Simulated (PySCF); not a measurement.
An equivalent PySCF input for C (carbon, neutral), [He] 2s2 2p2, high-spin 3P determinant, with the non-relativistic Hamiltonian (point nucleus):

```python
from pyscf import gto, scf, dft, mp, cc
import basis_set_exchange as bse
mol = gto.M(atom="C 0 0 0", charge=0, spin=2, symmetry="D2h",
            basis=gto.basis.parse(bse.get_basis("cc-pVDZ", elements=["C"], fmt="nwchem", header=False)))
mf = scf.UHF(mol)
mf.irrep_nelec = {'Ag': (2, 2), 'B1u': (1, 0), 'B2u': (1, 0)}
mf.kernel()
```

It reaches the same state as the run whose output follows, and the same energy. The run itself started from symmetry-adapted Hartree-Fock orbitals and held the occupation by maximum overlap, so the iterations belong to that start.

```
SCF conv_tol = 1e-09
number electrons alpha = 4  beta = 2
cycle= 1 E= -37.6862986950581  delta_E= -0.00289  |g|= 0.0193  |ddm|= 0.0464
cycle= 2 E= -37.6865247871345  delta_E= -0.000226  |g|= 0.00543  |ddm|= 0.0132
cycle= 3 E= -37.6865444118681  delta_E= -1.96e-05  |g|= 0.000137  |ddm|= 0.00539
cycle= 4 E= -37.6865444352142  delta_E= -2.33e-08  |g|= 3.82e-05  |ddm|= 0.000762
cycle= 5 E= -37.6865444372916  delta_E= -2.08e-09  |g|= 4.49e-06  |ddm|= 0.000304
cycle= 6 E= -37.6865444373139  delta_E= -2.23e-11  |g|= 3.72e-07  |ddm|= 3.62e-05
converged SCF energy = -37.6865444373139  <S^2> = 2.0063145  2S+1 = 3.0042067
```
